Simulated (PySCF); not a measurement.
Computed shifts of a molecule CH₇NOSi, PBE0/pcSseg-1 in PySCF, GIAO, gas phase, atoms alike by connectivity averaged where their shifts nearly agree, in ppm (number of nuclei): ¹³C: 2.2 (1). ²⁹Si: -11.3 (1). ¹⁵N: 32.7 (1). ¹H: 5.19 (1), 1.32 (1), 0.97 (1), 0.82 (1), 0.37 (3). References: ¹³C against TMS (σ = 186.3 ppm); ²⁹Si against TMS (σ = 352.7 ppm); ¹⁵N against NH3 (σ = 267.4 ppm); ¹⁷O against H2O (σ = 334.2 ppm); ¹H against TMS (σ = 31.56 ppm), references at their B3LYP-D3(BJ)/def2-TZVP geometries, non-relativistic. Geometry: B3LYP-D3(BJ)/def2-SVP. One conformer was computed; it need not be the lowest.

Task: Which molecule gave these data?
A. CN[SiH2]O
B. C[Si@H](N)O
C. CO[SiH2]N
D. NC[SiH2]O

Result: B, C[Si@H](N)O
